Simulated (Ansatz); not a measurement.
`C=C[Si](N)(F)OC` → 3 C• + F• + 8 H• + N• + O• + Si•  (atomization)

Computed with Ansatz on PBE0-D4/def2-TZVP structures; ΔE is electronic, products minus reactants. CCSD(T)/CBS is the MP2 limit (def2-TZVPP, def2-QZVPP) plus CCSD(T) − MP2 in def2-TZVPP, frozen cores. This one scheme is used for every species, atoms too. Functionals use def2-TZVPP. B3LYP here is the variant with VWN-RPA as its local correlation; programs differ in this. No spin–orbit coupling; open shells (•) take unrestricted orbitals. Spin–orbit coupling would lower the free atoms: a little for C, F, O, Si. Each species was taken in one conformer, which may not be the lowest.

```json
{"level": "PBE-D4", "ΔE (kJ/mol)": "6222.3", "difference from CCSD(T)/CBS": "104.2"}
{"level": "r2SCAN-D4", "ΔE (kJ/mol)": "6109.9", "difference from CCSD(T)/CBS": "-8.2"}
{"level": "B3LYP-D4", "ΔE (kJ/mol)": "6110.8", "difference from CCSD(T)/CBS": "-7.3"}
{"level": "ωB97M-V", "ΔE (kJ/mol)": "6130.1", "difference from CCSD(T)/CBS": "12.0"}
{"level": "r2SCAN", "ΔE (kJ/mol)": "6101.0", "difference from CCSD(T)/CBS": "-17.1"}
{"level": "PBE0", "ΔE (kJ/mol)": "6075.2", "difference from CCSD(T)/CBS": "-42.9"}
{"level": "HF/def2-TZVPP", "ΔE (kJ/mol)": "4447.4", "difference from CCSD(T)/CBS": "-1670.7"}
{"level": "MP2/def2-TZVPP", "ΔE (kJ/mol)": "6068.7", "difference from CCSD(T)/CBS": "-49.4"}
{"level": "SCS-MP2/def2-TZVPP", "ΔE (kJ/mol)": "6034.9", "difference from CCSD(T)/CBS": "-83.2"}
{"level": "CCSD/def2-TZVPP", "ΔE (kJ/mol)": "5859.3", "difference from CCSD(T)/CBS": "-258.8"}
{"level": "CCSD(T)/def2-TZVPP", "ΔE (kJ/mol)": "5949.1", "difference from CCSD(T)/CBS": "-169.0"}
{"level": "HF/def2-QZVPP", "ΔE (kJ/mol)": "4460.0", "difference from CCSD(T)/CBS": "-1658.1"}
{"level": "SCS-MP2/def2-QZVPP", "ΔE (kJ/mol)": "6148.3", "difference from CCSD(T)/CBS": "30.2"}
{"level": "HF/CBS(def2)", "ΔE (kJ/mol)": "4461.9", "difference from CCSD(T)/CBS": "-1656.2"}
{"level": "MP2/CBS(def2)", "ΔE (kJ/mol)": "6237.8", "difference from CCSD(T)/CBS": "119.7"}
{"level": "CCSD/CBS(def2)", "ΔE (kJ/mol)": "6028.4", "difference from CCSD(T)/CBS": "-89.7"}
{"level": "CCSD(T)/CBS", "ΔE (kJ/mol)": "6118.1", "difference from CCSD(T)/CBS": "0"}
```

Largest T1 diagnostic among the species: 0.012.

From PBE to PBE0 (25 % exact exchange), in def2-TZVPP and without D4, ΔE moves by −113.2 kJ/mol: exact exchange takes away binding that semilocal exchange gives to molecules. In def2-TZVPP, CCSD(T) changes the Hartree–Fock value by +1501.7 kJ/mol (the triples alone add +89.7 kJ/mol) and MP2 by +1621.3 kJ/mol; breaking electron pairs costs correlation energy, which Hartree–Fock lacks.

For atomizations the MP2-based limit and the directly extrapolated one differ by several kJ/mol either way, and by 10 to 25 for some Ge, Se and Sn compounds, so smaller differences from it don't rank the levels.
